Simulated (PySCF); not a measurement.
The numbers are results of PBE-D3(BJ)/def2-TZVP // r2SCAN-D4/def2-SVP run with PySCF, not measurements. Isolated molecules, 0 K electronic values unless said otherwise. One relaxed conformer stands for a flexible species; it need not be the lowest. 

Reference species: [Nb(F)5] (neutral, multiplicity 1).

```yaml
charge on the central atom (Mulliken): 1.80 e
coordination_number: 5
mean_distance_from_the_central_atom_to_its_bonded_neighbours: 1.853 Å
LUMO: -4.20 eV
```

Changed species: [Nb(F)4(NH2)] (1 of 5 F replaced by NH2; the reference has 0 of 5 F replaced by NH2).

Give the shifts of the charge on the central atom (Mulliken), coordination number, mean distance from the central atom to its bonded neighbours and LUMO.

the charge on the central atom (Mulliken) falls by 0.06 e, to 1.74 e; the coordination number hardly moves; the mean distance from the central atom to its bonded neighbours rises by 0.031 Å, to 1.884 Å; the LUMO increases by 0.28 eV, to -3.92 eV.
